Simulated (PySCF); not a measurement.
C2H4O, neutral, multiplicity 1.

```xyz
7

C      0.1313    -1.1360     0.0000
C     -0.6615     0.1346     0.0000
O      0.1267     1.1740     0.0000
H      0.7837    -1.1579     0.8861
H     -0.4969    -2.0242     0.0000
H      0.7837    -1.1579    -0.8861
H      1.0965     0.9560     0.0000
```
Charge 0, spin multiplicity 1.

The structure is a stationary point at r2SCAN-D4/def2-TZVP. A frequency run showed that this geometry is not a minimum. One conformer was computed; it need not be the lowest.

Computed with PBE/pcSseg-2 run with PySCF. Non-relativistic, no solvent.

Computed absolute GIAO shielding of each atom: isotropic value and principal components (ppm):
| atom | σ(iso) | σ11 | σ22 | σ33 | span |
|---|---|---|---|---|---|
| C1 | 131.5 | 105.0 | 109.4 | 180.1 | 75.2 |
| C2 | -308.4 | -926.1 | -102.5 | 103.5 | 1029.5 |
| O3 | -107.2 | -283.3 | -188.6 | 150.3 | 433.6 |
| H4 | 30.5 | 27.4 | 31.0 | 33.1 | 5.7 |
| H5 | 26.6 | 24.5 | 25.8 | 29.6 | 5.0 |
| H6 | 30.5 | 27.4 | 31.0 | 33.1 | 5.7 |
| H7 | 18.9 | 14.3 | 20.3 | 22.2 | 7.9 |
